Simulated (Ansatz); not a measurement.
Geometry optimisation, RKS PBE/def2-SVP in Ansatz.

Input file:

```yaml
crystal:
  periodic: [false, false, false]
  atoms:
    - { symbol: Sn, position_ang: [-0.539658, 0.041147, -0.468583] }
    - { symbol: H, position_ang: [-0.08495, -0.065773, 2.447018] }
    - { symbol: H, position_ang: [0.954361, -0.130437, 0.396997] }
    - { symbol: H, position_ang: [-0.561268, 1.575555, -1.262842] }
    - { symbol: H, position_ang: [-0.727986, -1.263181, -1.586295] }
    - { symbol: "N", position_ang: [-2.31566, 0.019605, 0.633211] }
    - { symbol: H, position_ang: [-2.452846, -0.866022, 1.139042] }
    - { symbol: H, position_ang: [-2.405176, 0.785238, 1.314148] }
    - { symbol: H, position_ang: [-0.795516, -0.096132, 2.315804] }
basis:
  gaussian: { orbitals: def2-SVP }
hamiltonian:
  xc: pbe
relax:
  f_tol: 0.03
  max_steps: 50
output:
  orbitals: {}
```

Run as:

```bash
$ ansatz run input.yaml --threads 1 --pin off --max-ram 2048MiB --backend cpu --events-out ev --progress --plain --runs-dir out
```

**Question.** Where does it end, and by what steps?

**Answer.** The run converged. The force dipped under the threshold on the way, but the program's further checks kept it going. After 9 steps the energy has fallen by 0.258 eV; H2 moved furthest, 1.04 Å.

| step | energy less start (eV) | largest force component (eV/Å) | accepted |
| --- | --- | --- | --- |
| 0 | 0.0000 | 1.892 | yes |
| 1 | -0.1478 | 0.225 | yes |
| 2 | -0.2073 | 0.157 | yes |
| 3 | -0.2376 | 0.061 | yes |
| 4 | -0.2481 | 0.099 | yes |
| 5 | -0.2561 | 0.096 | yes |
| 6 | -0.2575 | 0.020 | yes |
| 7 | -0.2578 | 0.117 | yes |
| 8 | -0.2581 | 0.051 | yes |
| 9 | -0.2583 | 0.008 | yes |

```xyz
9
Properties=species:S:1:pos:R:3
Sn -0.610 0.064 -0.763
H -0.251 -0.159 3.474
H 0.937 -0.089 0.022
H -0.708 1.584 -1.575
H -0.849 -1.260 -1.845
N -2.248 0.025 0.514
H -2.283 -0.840 1.070
H -2.226 0.802 1.189
H -0.690 -0.127 2.843
```

Whether the end is a true minimum wasn't checked by a vibrational analysis.

The run took 20 s on 1 thread of Arm Neoverse V1, on a shared host, peak memory 0.13 GiB.
